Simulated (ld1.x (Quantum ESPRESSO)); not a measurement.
What the settings do to the ultrasoft potential of zinc (Zn)

Base potential:

ld1.x (Quantum ESPRESSO) 7.5 input, shortened:

```
&input
   title='Zn', zed=30., rel=0, dft='PBESOL', iswitch=3,
   config='[Ar] 3d10 4s1 4p1'
 /
 &inputp
   pseudotype=3, tm=.true., lloc=-1, rcloc=1.20,
   nlcc=.true., rcore=1.05,
   which_augfun='PSQ', rmatch_augfun_nc=.true.
 /
6
4S  1  0   1.00   0.00  1.70  1.90  0.0
4S  1  0   0.00   1.40  1.70  1.90  0.0
3P  2  1   6.00   0.00  1.00  1.05  0.0
4P  3  1   1.00   0.00  1.00  1.05  0.0
3D  3  2  10.00   0.00  1.45  1.55  0.0
3D  3  2   0.00   2.85  1.45  1.55  0.0
 &test
   configts(1)='3p6 3d10 4s1 4p1'
 /
```

All-electron outer shells of the reference configuration (PBEsol, non-relativistic, ld1.x):

```tsv
shell	level (eV)	outermost node (bohr)	outermost maximum (bohr)
3s	-126.88	0.28	0.60
3p	-84.39	0.25	0.60
3d	-12.71	–	0.56
4s	-7.18	0.86	2.09
4p	-2.10	0.93	2.89
```

Cutoffs, loose and tight: the cutoffs (Ry, on a coarse ladder) from which the occupation-weighted sum of valence levels, in a spherical-Bessel basis at the reference potential, stays within 10 and 1 mRy of its value at 400 Ry. They do not see the model core or the augmentation charge, which bear on the density cutoff. Test errors are all-electron minus pseudo excitation energies from the reference, over the configurations 3p6 3d10 4s2 4p0; 3p6 3d10 4s1 4p0; 3p6 3d10 4s0 4p0; 3p6 3d9 4s2 4p0; 3p6 3d8 4s0 4p0; 3p5 3d10 4s2 4p0; 3p6 3d10 4s0 4p2. A dash means not determined; rows that change the core or the reference have their own tests.

A true bound ghost makes a file unfit for plane-wave use even where its test errors are small: the radial tests pick states by their node count and pass the ghost by.

| change | outcome | cutoff, loose | cutoff, tight | bound ghosts | largest test error (meV) |
| --- | --- | --- | --- | --- | --- |
| base | generated | 90 Ry | 140 Ry | s | -170 |
| core correction none | generated | 90 Ry | 140 Ry | s | -165 |
| core correction a·sin(br)/r model core inside 0.46 bohr | generated | 90 Ry | 140 Ry | s | -172 |
| core correction a·sin(br)/r model core inside 0.60 bohr | generated | 90 Ry | 140 Ry | s | -172 |
| core correction a·sin(br)/r model core inside 0.82 bohr | generated | 90 Ry | 140 Ry | s | -172 |
| core correction a·sin(br)/r model core inside 0.96 bohr | generated | 90 Ry | 140 Ry | s | -171 |
| core correction a·sin(br)/r model core inside 1.08 bohr | generated | 90 Ry | 140 Ry | s | -169 |
| core correction a·sin(br)/r model core inside 1.28 bohr | generated | 90 Ry | 140 Ry | s | -168 |
